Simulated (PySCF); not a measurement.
## Calculated data, CH4AlFN

Computed with PySCF 2.14.0. Calculation on a computer-drawn molecule: the log of a Hartree-Fock and frozen-core CCSD(T) single point meant for a local Hartree-Fock minimum, with one planted fault or none, to be diagnosed. Offsets are logged minus clean, where the clean run is the same molecule without the fault. The reference is restricted for singlets and unrestricted otherwise, and also for a bond in bohr or an excited solution. Adding or removing an electron swaps singlet and doublet. The excited solution moves the top pair (singlet) or top alpha electron (doublet) to the lowest empty orbital. Highest occupied and lowest empty are orbital energies over both spins, largest force is the largest gradient component, triples share is (T) over the correlation energy, the T1 limit is 0.02 restricted and 0.045 unrestricted, electrons count all cores, a negative frequency is imaginary (commonest isotopes), and the dipole is about the centre of nuclear charge.

## CH4AlFN

Logged structure:
```xyz
8
CH4AlFN
C     -1.3980     0.5433    -0.5224
N     -0.4646    -0.2807    -1.3307
Al     0.3730    -1.6915    -0.8981
F      1.1569    -3.0258    -0.4710
H     -1.0074     1.5540    -0.4295
H     -1.5103     0.1207     0.4749
H     -2.3741     0.5670    -1.0016
H     -0.3449     0.0920    -2.2595
```

| Property | Result |
| --- | --- |
| meant charge | 1 |
| meant multiplicity | 1 |
| meant basis | cc-pV(D+d)Z |
| logged electrons | 37 |
| logged basis functions | 85 |
| logged SCF converged | yes |
| logged spin squared | 0.7614 |
| logged highest occupied | -26.117 eV |
| logged lowest empty | -13.13 eV |
| logged largest force | 0.090763 hartree/bohr |
| logged T1 diagnostic | 0.026479 |
| logged D1 diagnostic | 0.13896 |
| logged triples share | 0.023364 |
| logged CC converged | yes |
| logged dipole magnitude | 6.1971 debye |
| logged SCF stable within its kind | yes |
| logged energy HF | -435.28546 hartree |
| logged energy CCSD(T) | -435.83607 hartree |
| possible faults | no fault, one electron removed, one electron added, multiplicity raised by two, geometry at a saddle point, SCF held on an excited solution, minimal basis STO-3G, one bond length entered in bohr, all coordinates scaled |

Drawn bonds:
| atom | other atom | order |
| --- | --- | --- |
| 1 | 2 | 1 |
| 2 | 3 | 1 |
| 3 | 4 | 1 |
| 1 | 5 | 1 |
| 1 | 6 | 1 |
| 1 | 7 | 1 |
| 2 | 8 | 1 |

Q: Which fault was planted in the run of CH4AlFN?
A: one electron removed

Further results for CH4AlFN:

| Property | Result |
| --- | --- |
| HF energy offset from clean run | 336 kcal/mol |
| CCSD(T) energy offset from clean run | 359.1 kcal/mol |
